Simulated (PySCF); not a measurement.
W(NH)(S)(OH)(SH) (H3NOS2W), SMILES [W](=[S])([OH])([SH])=[NH], multiplicity 1. Geometry optimised at PBE-D3(BJ)/def2-SVP. The spin state was assumed, not searched. The structure was generated by enumeration; whether it is a known compound was not checked. The def2 effective core potentials stand for the cores of W; spin–orbit coupling is left out. The values are those of a single conformer.

All values below come from PBE-D3(BJ)/def2-SVP (PySCF).

Harmonic wavenumbers (cm⁻¹): 131, 147, 180, 206, 223, 304, 329, 376, 510, 545, 601, 626, 645, 709, 971, 2587, 3512, 3744. Rotational constants (GHz): 2.328, 1.690, 1.377; symmetry number 1.

Question: Work out the zero-point energy and the ideal-gas rigid-rotor harmonic-oscillator thermochemistry at 298.15 K and 1 atm.

Answer: ZPE = ½ Σ hcν = ½ × 16346 cm⁻¹ = 23.37 kcal/mol. H − E(el) = 28.96 kcal/mol. Entropy in cal/(mol K): translation 42.80, rotation 28.47, vibration 18.52, total 89.79. G − E(el) = 2.19 kcal/mol. Cp = 28.63 cal/(mol K). Modes under 150 cm⁻¹ make the vibrational entropy uncertain.
